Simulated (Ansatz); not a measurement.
F2Se (SMILES F[Se]F) moved off its minimum; all values from Ansatz (an electronic-structure program), cores frozen in correlated methods.
(charge 0, multiplicity 1)
```xyz
3

Se     0.14807    -0.16101     0.46086
F      0.47734     1.29718    -0.63135
F     -0.67466    -0.87448    -1.04652
```

```csv
level,largest force (eV/Å),on atom,rms difference from CCSD(T)/aug-cc-pVTZ (eV/Å),dipole (D)
HF/def2-TZVPP,6.55,Se1,0.972,3.69
PBE/def2-TZVPP,3.61,Se1,0.389,2.73
r2SCAN/def2-TZVPP,4.37,Se1,0.032,2.81
B3LYP/def2-TZVPP,4.16,Se1,0.135,3.06
wB97M-V/def2-TZVPP,4.81,Se1,0.182,3.15
MP2/aug-cc-pVTZ,4.56,Se1,0.064,2.98
CCSD(T)/aug-cc-pVTZ,4.41,Se1,0.000,2.95
```

The differences count from one level among others, with limits of its own. Forces at CCSD(T)/aug-cc-pVTZ (eV/Å):

```json
[
 {"atom": "Se1", "Fx": "-0.819", "Fy": "1.140", "Fz": "-4.177"},
 {"atom": "F2", "Fx": "-0.102", "Fy": "-1.514", "Fz": "1.874"},
 {"atom": "F3", "Fx": "0.921", "Fy": "0.374", "Fz": "2.303"}
]
```

Doubts at one or more of the structures used: a restricted determinant that unrestricted orbitals would lower (MP2/aug-cc-pVTZ, CCSD(T)/aug-cc-pVTZ).
